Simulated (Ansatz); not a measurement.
Results of the Gaussian-basis code of Ansatz.

A structure relaxed at PBE0-D4/def2-TZVP, charge 0, multiplicity 1:

```xyz
10

C     1.582    0.162   -0.504
C     0.218   -0.025    0.041
C    -0.359   -0.475    1.143
F     0.153   -0.973    2.270
Sn   -1.905    0.112   -0.113
H     1.712   -0.404   -1.430
H     1.766    1.213   -0.741
H     2.340   -0.168    0.211
H    -2.797   -1.037   -0.998
H    -2.709    1.594    0.123
```

(1) Give its formula and SMILES.

(2) Point group (tolerance 0.08 Å, 0.16 Å for H)?

(3) Summarise the bond lengths by kind.

## Answers

(1) C3H5FSn, `C[C]1=[C](F)[SnH2]1`.

(2) Cs.

(3) 2 × C–C 1.323 to 1.481 Å; 3 × C–H 1.093 to 1.094 Å; 2 × C–Sn 2.077 to 2.133 Å; 1 × C–F 1.334 Å; 2 × H–Sn 1.702 Å.
